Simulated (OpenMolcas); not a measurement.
An atom or ion with 4 electrons was computed by SS-CASPT2, IPEA 0.25 Eh, imaginary shift 0.1 Eh with spin-orbit coupling (OpenMolcas, ANO-RCC-VTZP, DKH2). The lowest levels that the run gave, each within 12 % of the measured value where one is at hand:

```json
{"J": "0", "Parity": "even", "E (cm-1)": "0.0", "g": ""}
{"J": "0", "Parity": "odd", "E (cm-1)": "82041", "g": ""}
{"J": "1", "Parity": "odd", "E (cm-1)": "82189", "g": "1.501"}
{"J": "2", "Parity": "odd", "E (cm-1)": "82485", "g": "1.501"}
{"J": "1", "Parity": "odd", "E (cm-1)": "161813", "g": "1.000"}
{"J": "0", "Parity": "even", "E (cm-1)": "214269", "g": ""}
{"J": "1", "Parity": "even", "E (cm-1)": "214417", "g": "1.501"}
{"J": "2", "Parity": "even", "E (cm-1)": "214706", "g": "1.501"}
{"J": "2", "Parity": "even", "E (cm-1)": "234054", "g": "1.000"}
{"J": "0", "Parity": "even", "E (cm-1)": "291826", "g": ""}
```

Question: Which ion is it, and what are the configurations and terms?

Answer: O V (Z = 8, charge +4; active space 2 electrons in 4 orbitals (2s 2p)). J, parity and g give the terms where levels are pure, and mixed ones are named by the computed weights; the size of the splittings, set against known spectra of the 4-electron sequence, gives the charge. In order, with the measured energies in cm-1 (Moore, Selected Tables of Atomic Spectra, NSRDS-NBS 3, section 9): 2s2 1S0, 2s 2p 3P* 0 (81942), 2s 2p 3P* 1 (82079), 2s 2p 3P* 2 (82385), 2s 2p 1P* 1 (158798), 2p2 3P0 (213462), 2p2 3P1 (213618), 2p2 3P2 (213887), 2p2 1D2 (231721), 2p2 1S0 (287910).

Computed and measured levels are paired by configuration, term and J; levels that our copy of the source lacks, or whose pairing is in doubt (as where it misses far off the trend of its configuration), stay unpaired and out of the deviations. Only configurations of the active space appear.

* marks odd parity.
